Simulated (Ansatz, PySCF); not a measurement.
C4H9BO, singlet, at a GFN2-xTB geometry, with bond 8-6 at 1.4 times its length. Base run: PySCF with CASSCF(4,3)/STO-3G.

Here is a job for PySCF.
```python
from pyscf import gto, scf, mcscf
import numpy

mol = gto.M(
    atom='''
B    -0.24400447    0.12783938    0.54934984
C    -0.52987185    0.53995948    2.06163975
H    -1.19283368   -0.17908372    2.53811806
H    -0.99167624    1.51982313    2.13631349
H     0.38579191    0.55289187    2.64851441
C     0.48759341   -1.24129061    0.26111214
C     1.56280886   -1.40664909   -0.49835827
H    -0.05273337   -2.46805111    0.97817419
H     2.05038846   -2.36242075   -0.62364656
H     2.02653941   -0.57985953   -1.01440940
O    -0.66638005    0.98264724   -0.38418883
C    -0.55793402    0.82148016   -1.77504371
H    -0.32118870   -0.20959800   -2.04924059
H    -1.50968121    1.11194919   -2.22578360
H     0.22649876    1.48247128   -2.15250303
''',
    basis='sto-3g',
    verbose=4,
)

mf = scf.RHF(mol)
mf.kernel()
mc = mcscf.CASSCF(mf, 3, 4)
mc.fix_spin_(ss=0.0)
mc.kernel()
occ = numpy.linalg.eigvalsh(mc.fcisolver.make_rdm1(mc.ci, mc.ncas, mc.nelecas))[::-1]
ss = mc.fcisolver.spin_square(mc.ci, mc.ncas, mc.nelecas)[0]
print('natural occupations', occ.round(4), ' <S^2>', round(ss, 4))
```

Programs used: Ansatz (an electronic-structure program), PySCF; a row that names a program was run with it.

The base run was repeated with changes; each row names its change, and settings that it needs were set with it.

```
change                                                ΔE vs base (mEh)                           natural occupations  <S^2> of the state
----------------------------------------------------  ----------------  --------------------------------------------  ------------------
base                                                             0.000                                2.00 1.89 0.12                0.00
active space = 8 electrons, 9 orbitals                         -79.084  1.98 1.97 1.92 1.88 0.12 0.08 0.03 0.02 0.00                0.00
conv_tol = 1e-5                                                  0.008                                2.00 1.89 0.12                0.00
state_average = 2 states                                         9.319                                             -                   -
start = MP2 natural orbitals                                     0.000                                2.00 1.89 0.12                0.00
code = ansatz; correction = SC-NEVPT2, all electrons            -282.4                                             -                   -
fix_spin_ = off                                                  0.000                                2.00 1.89 0.12                0.00
orbitals = fixed (CASCI)                                        36.060                                2.00 1.98 0.02                0.00
code = ansatz                                                    0.028                                             -                   -
active space = 6 electrons, 6 orbitals                         -51.564                 1.99 1.92 1.88 0.12 0.08 0.01                0.00
orbitals = fixed (CASCI); correction = SC-NEVPT2                -279.5                                2.00 1.98 0.02                0.00
```

Active orbitals are taken around the Fermi level unless the row says otherwise; CASSCF can end in different local minima, and two programs can end on different orbitals. State-averaged rows give the lowest state.
